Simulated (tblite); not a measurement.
Input of a run (GFN2-xTB geometry optimisation, gas phase (tblite 0.8.0)), started from a force field or distance geometry:
```
{"job": {"kind": "relax", "xc": "GFN2-xTB", "basis": "xTB"}, "charge": 1, "multiplicity": 1}
C      2.872800     0.016600     0.025200
O      1.582700    -0.023200     0.639100
C      0.544700    -0.410300    -0.242700
C      0.056500     0.806100    -1.079500
C     -0.615200     1.756000    -0.082300
P     -1.545900     0.710700     1.076300
C     -0.662400    -0.844600     0.617700
C     -1.599300    -1.782900    -0.114700
H      3.609500     0.280200     0.787300
H      2.888500     0.777900    -0.754700
H      3.123300    -0.961400    -0.387800
H      0.872700    -1.232700    -0.883400
H      0.866800     1.308100    -1.583700
H     -0.667400     0.470000    -1.822900
H      0.133000     2.329400     0.476600
H     -1.279300     2.466600    -0.582300
H     -1.375500     1.095900     2.430600
H     -2.927300     0.644200     0.816000
H     -0.328200    -1.317200     1.557200
H     -2.013600    -1.316500    -1.010600
H     -2.454100    -2.047800     0.528000
H     -1.092900    -2.705800    -0.410200
```

Output (eV, eV/Å):
```
step      E/eV     max force
  0    -711.35870    0.835
  1    -711.40496    0.565
  2    -711.43090    0.438
  3    -711.45462    0.369
  4    -711.46582    0.228
  5    -711.47066    0.150
  6    -711.47351    0.129
  7    -711.47695    0.162
  8    -711.48011    0.130
  9    -711.48271    0.130
 10    -711.48457    0.096
 11    -711.48621    0.094
 12    -711.48796    0.130
 13    -711.49005    0.148
 14    -711.49230    0.159
 15    -711.49435    0.110
 16    -711.49611    0.093
 17    -711.49777    0.089
 18    -711.49942    0.102
 19    -711.50101    0.097
 20    -711.50251    0.098
 21    -711.50412    0.098
 22    -711.50614    0.106
 23    -711.50879    0.134
 24    -711.51186    0.138
 25    -711.51481    0.118
 26    -711.51714    0.112
 27    -711.51874    0.083
 28    -711.51984    0.074
 29    -711.52076    0.060
 30    -711.52164    0.065
 31    -711.52259    0.071
 32    -711.52371    0.085
 33    -711.52517    0.110
 34    -711.52716    0.131
 35    -711.52982    0.141
 36    -711.53314    0.152
 37    -711.53736    0.206
 38    -711.54362    0.256
 39    -711.55374    0.293
 40    -711.56854    0.363
 41    -711.58759    0.369
 42    -711.53840    1.115
 43    -711.61410    0.259
 44    -711.62245    0.208
 45    -711.63868    0.199
 46    -711.64548    0.177
 47    -711.65544    0.196
 48    -711.66416    0.177
 49    -711.67285    0.167
 50    -711.67972    0.162
 51    -711.68426    0.145
 52    -711.68814    0.150
 53    -711.69209    0.153
 54    -711.69630    0.182
 55    -711.70000    0.182
 56    -711.70405    0.140
 57    -711.70875    0.185
 58    -711.71342    0.179
 59    -711.71698    0.141
 60    -711.71963    0.136
 61    -711.72236    0.125
 62    -711.72559    0.127
 63    -711.72831    0.103
 64    -711.73000    0.093
 65    -711.73115    0.082
 66    -711.73248    0.082
 67    -711.73401    0.081
 68    -711.73525    0.068
 69    -711.73606    0.053
 70    -711.73662    0.048
 71    -711.73714    0.045
 72    -711.73756    0.042
 73    -711.73782    0.029
 74    -711.73798    0.031
 75    -711.73815    0.030
 76    -711.73836    0.037
 77    -711.73856    0.035
 78    -711.73872    0.025
 79    -711.73883    0.025
 80    -711.73891    0.023
 81    -711.73899    0.019
 82    -711.73904    0.015
 83    -711.73910    0.017
 84    -711.73916    0.016
 85    -711.73922    0.020
 86    -711.73927    0.015
 87    -711.73931    0.014
 88    -711.73934    0.014
 89    -711.73939    0.018
 90    -711.73946    0.022
 91    -711.73952    0.015
 92    -711.73956    0.014
 93    -711.73959    0.013
 94    -711.73963    0.016
 95    -711.73966    0.015
 96    -711.73968    0.009
```

Summarise the run.

The energy falls by 36.8 kJ/mol over 96 L-BFGS steps, the largest force on an atom goes from 0.83 to 0.009 eV/Å, and the atoms move by 0.593 Å rms after alignment. The bond that changes most is P6–H17 (phosphonium phosphorus to P–H hydrogen), which shortens by 0.048 Å. Bonds longer at the end by more than 0.005 Å: 5 of 22; shorter: 8. Among the angles that change most is C3–C7–P6, from 106.0° to 92.8°. Among the dihedrals that turn most is H12–C3–C7–C8, from -36° to -70°. The energy rose by more than 1e-5 eV at step 42. The first step brought 12 % of the lowering.

What are the final bond lengths?

C1–O2 1.420 Å, O2–C3 1.422 Å, C3–C4 1.532 Å, C4–C5 1.546 Å, C5–P6 1.823 Å, P6–C7 1.830 Å, C7–C8 1.521 Å, C3–C7 1.541 Å, C1–H9 1.088 Å, C1–H10 1.092 Å, C1–H11 1.092 Å, C3–H12 1.093 Å, C4–H13 1.089 Å, C4–H14 1.088 Å, C5–H15 1.092 Å, C5–H16 1.092 Å, P6–H17 1.370 Å, P6–H18 1.384 Å, C7–H19 1.092 Å, C8–H20 1.089 Å, C8–H21 1.088 Å, C8–H22 1.088 Å. Numbering counts from 1 in the input's order; the species is `CO[C@@H]1CC[PH2+][C@H]1C`.

Its GFN2-xTB frequencies are all real (lowest 91 cm⁻¹).

One conformer stands for the species.

All values are computed, not measured.
